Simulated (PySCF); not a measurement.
Li(Me) (CH₃Li), SMILES [Li][CH3]. Coordinates come from a PBE0-D3(BJ)/def2-TZVPD optimisation. The isomer is the one that the SMILES or the coordinates give; other isomers of the formula were not compared.

Calculation: PBE0-D3(BJ)/def2-TZVPD run with PySCF.

Harmonic wavenumbers (cm⁻¹): 432, 432, 643, 1084, 1435, 1435, 2982, 3055, 3055. Rotational constants (GHz): 162.8, 23.07, 23.07; symmetry number 3.

Work out the zero-point energy and the ideal-gas rigid-rotor harmonic-oscillator thermochemistry at 298.15 K and 1 atm.

ZPE = ½ Σ hcν = ½ × 14555 cm⁻¹ = 87.06 kJ/mol. H − E(el) = 98.90 kJ/mol. Entropy in J/(mol K): translation 147.28, rotation 69.76, vibration 9.12, total 226.16. G − E(el) = 31.47 kJ/mol. Cp = 50.92 J/(mol K).
